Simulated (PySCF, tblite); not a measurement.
Species: C4H9Cl3Si.
Structure used (GFN2-xTB), in Å, numbered top down from 1:
```
atom  x, y, z in Å
C1    -1.1054    1.5977   -0.1367
C2    -0.2204    0.3657   -0.2423
Si3   -1.2758   -1.2323   -0.4690
Cl4    0.7201    0.5191   -1.7826
C5     0.7798    0.3841    0.9088
C6     1.7878   -0.7479    0.8835
Cl7    1.0423   -2.2697    1.4096
Cl8    3.1502   -0.3848    1.9702
H9    -1.7177    1.5304    0.7606
H10   -1.7647    1.6721   -0.9977
H11   -0.5081    2.5076   -0.0827
H12   -2.3344   -0.8375   -1.3997
H13   -0.4708   -2.2799   -1.0783
H14   -1.8602   -1.5793    0.8230
H15    1.3404    1.3242    0.8791
H16    0.2279    0.3515    1.8511
H17    2.2022   -0.9091   -0.1136
```

Theory: PBE0/pcSseg-1 in PySCF (dipole) on a GFN2-xTB geometry, gas phase.

Take the most abundant isotopes and a rigid rotor. The values belong to one conformer with, in the numbering `[CH3:1][C@@:2]([SiH3:3])([Cl:4])[CH2:5][CH:6]([Cl:7])[Cl:8]`, C1–C2–C5–C6 -176°, C2–C5–C6–Cl7 -76°.

Task: What are A, B and C (MHz)?

Result: Ia = 370.92, Ib = 741.65, Ic = 912.45 u·Å²; 505379 MHz·u·Å²/I gives A = 1363, B = 681.4, C = 553.9 MHz.

Task: Classify the top.

Result: An asymmetric top; Ray's κ = -0.685.

Task: Is it planar, by Δ = Ic − Ia − Ib?

Result: Not planar: Δ = Ic − Ia − Ib = -200.11 u·Å². For a rigid frame Δ = −2 Σ m c², so Σ m c² = 100.06 u·Å² lies off the ab plane: 19.60 from hydrogen and 80.46 from heavier atoms. The atom farthest from that plane is 2.47 Å away.

Task: Give the other two planar moments, Paa and Pbb, and the rms extents of the mass along the axes.

Result: Paa = Σ m a² = (Ib + Ic − Ia)/2 = 641.59 and Pbb = Σ m b² = (Ia + Ic − Ib)/2 = 270.86 u·Å². With the mass M = 189.95 u, the rms extents √(P/M) along a, b and c are 1.84, 1.19, 0.73 Å.

Task: Where do the levels up to J = 3 lie, in MHz?

Result: Above 0(0,0):
J = 1: 1(0,1) 1235, 1(1,1) 1916, 1(1,0) 2044
J = 2: 2(0,2) 3690, 2(1,2) 4259, 2(1,1) 4642, 2(2,1) 6685, 2(2,0) 6702
J = 3: 3(0,3) 7332, 3(1,3) 7764, 3(1,2) 8528, 3(2,2) 10391, 3(2,1) 10471, 3(3,1) 14125, 3(3,0) 14126
The levels of one J sum to (2J + 1)J(J + 1)(A + B + C)/3.

Task: Predict some low-J microwave lines.

Result: The dipole components are |μa| = 1.27 D, |μb| = 0.04 D, |μc| = 1.61 D. Intensities carry the squares of the components, which stand as 0.62 : 0.00 : 1.00 (a : b : c). Some lines, for components of 0.1 D or more:

```tsv
type	branch	J(Ka,Kc)	MHz	lower level (cm⁻¹)
a	Q	2(1,1) ← 2(1,2)	383	0.142
c	Q	2(1,2) ← 2(0,2)	570	0.123
c	Q	1(1,1) ← 1(0,1)	681	0.041
a	R	1(0,1) ← 0(0,0)	1235	0.000
c	Q	2(2,1) ← 2(1,1)	2043	0.155
c	R	1(1,0) ← 0(0,0)	2044	0.000
a	R	2(1,2) ← 1(1,1)	2343	0.064
a	R	2(0,2) ← 1(0,1)	2454	0.041
a	R	2(1,1) ← 1(1,0)	2598	0.068
c	R	2(1,1) ← 1(0,1)	3407	0.041
c	R	2(2,0) ← 1(1,0)	4658	0.068
c	R	2(2,1) ← 1(1,1)	4769	0.064
```

Its GFN2-xTB frequencies are all real (lowest 30 cm⁻¹). No vibrational averaging or centrifugal distortion is included, and the geometry carries the error of its method. A rigid rotor knows nothing of internal rotation, which can split or shift real lines. Quadrupole hyperfine structure (35Cl) is left out.
